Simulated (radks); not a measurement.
The praseodymium ion Pr28+, 31 electrons, occupied as [Ar] 3d10 4s2 4p1.

All-electron calculation, scalar-relativistic Kohn-Sham, PBE, spin-unpolarised, spherical densities, point nucleus. Program: a radial shooting solver on a logarithmic mesh with Libxc functionals.

Energy parts (hartree):
total: -8841.7232
kinetic: 9414.2633
electron-nucleus: -20293.0147
Hartree: 2218.6752
exchange-correlation: -181.6470

Orbitals (lengths in bohr, moments of r in powers of bohr):
\begin{tabular}{lrrrr}
orbital & occ. & eigenvalue (hartree) & <1/r> & <r^4> \\ \hline
1s & 2 & -1572.672 & 64.70 & 1.644e-06 \\
2s & 2 & -282.3979 & 14.96 & 0.0002674 \\
2p & 6 & -256.5067 & 14.13 & 0.0001959 \\
3s & 2 & -86.57294 & 5.517 & 0.01013 \\
3p & 6 & -78.35222 & 5.230 & 0.01037 \\
3d & 10 & -67.05385 & 4.975 & 0.008141 \\
4s & 2 & -39.42301 & 2.610 & 0.1634 \\
4p & 1 & -36.37400 & 2.481 & 0.1843 \\
\end{tabular}

The highest occupied level is 4p at -989.79 eV. The density falls to 0.001 e/bohr^3 at r = 1.27 bohr. For comparison, the ionisation energy in NIST's Atomic Spectra Database is 1028 eV (theoretical). In exact Kohn-Sham theory the highest level is minus the ionisation energy, but local and semilocal functionals leave it too shallow, through self-interaction and a potential that decays too fast; potentials with the right tail come closer. Summed over all electrons, <r^2> = 2.471 bohr^2, which gives a Langevin (diamagnetic) susceptibility term of -1.96 x 10^-6 cm^3/mol.

Beside tabulated values, note that spin-unpolarised runs miss the spin-polarisation part of the exchange energy of open shells.
